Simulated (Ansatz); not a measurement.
Consider the redistribution: `O[SiH]1[NH][AlH]1` + `[F][GeH2][F]` → `[NH]1[AlH][SiH2]1` + `[OH][GeH]([F])[F]`.

Calculated with Ansatz (gas phase, PBE0-D4/def2-TZVP geometries, no zero-point term in ΔE). CBS: MP2 limit from def2 TZ/QZ plus the TZ coupled-cluster correction, frozen cores. Functionals use def2-TZVPP. For Ge outer-core shells are correlated without core-valence functions, which leaves a few kJ/mol of doubt a bond. Scalar relativity is left out up to krypton. Each species was taken in one conformer, which may not be the lowest.

(1) Is it downhill or uphill in electronic energy at CCSD(T)/CBS, and by how much? (Estimate.)

(2) What do these levels give: PBE-D4, BLYP-D4, r2SCAN-D4, B97M-V, ωB97X-V, B2PLYP, PBE, r2SCAN0, BHLYP, CAM-B3LYP, CCSD/def2-SVP, CCSD/CBS(def2)? (Best estimate.)

Largest T1 diagnostic among the species: 0.015.

## Answers

(1) Ansatz gave: Uphill: ΔE = +51.8 kJ/mol.

(2) Computed: PBE-D4 51.5, BLYP-D4 54.2, r2SCAN-D4 51.6, B97M-V 54.8, ωB97X-V 49.5, B2PLYP 51.3, PBE 51.3, r2SCAN0 51.3, BHLYP 53.2, CAM-B3LYP 54.0, CCSD/def2-SVP 30.3, CCSD/CBS(def2) 52.1 kJ/mol.

Leaving LDA and LC-ωPBE aside and taking each functional with its dispersion term where it has one, the values, not all of them listed here, spread over 5.8 kJ/mol, from PBE-QIDH to B97M-V. LDA lies +3.3 kJ/mol from PBE without D4. At CCSD(T), def2-SVP lies −22.1 kJ/mol from the extrapolated value and def2-TZVPP −4.9 kJ/mol.
